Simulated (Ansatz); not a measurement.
Isomers of CH4BFO, relaxed with PBE0-D4/def2-TZVP in Ansatz; electronic energies, one conformer each and not always the lowest. Functionals use def2-TZVPP; CBS adds triple-zeta CCSD(T) − MP2 to the MP2 limit of def2-TZVPP and def2-QZVPP.

(1) Order them by energy at frozen-core CCSD(T)/CBS, lowest first. (An estimate is asked.)
A. `CB(O)F`
B. `BOCF`
C. `OCBF`
D. `COBF`

(2) How do PBE0-D4, HF/CBS(def2), ωB97M-V, B2PLYP place them (kcal/mol, against `CB(O)F`)? (An estimate is asked.)

## Answers

(1) A (0.0 kcal/mol), D (25.5 kcal/mol), C (61.2 kcal/mol), B (74.8 kcal/mol).

(2) Computed: 
```json
{"isomer": "`COBF`", "PBE0-D4": "25.8", "HF/CBS(def2)": "22.6", "ωB97M-V": "25.6", "B2PLYP": "24.6"}
{"isomer": "`OCBF`", "PBE0-D4": "60.6", "HF/CBS(def2)": "61.2", "ωB97M-V": "61.1", "B2PLYP": "61.5"}
{"isomer": "`BOCF`", "PBE0-D4": "74.2", "HF/CBS(def2)": "71.4", "ωB97M-V": "74.2", "B2PLYP": "73.9"}
```
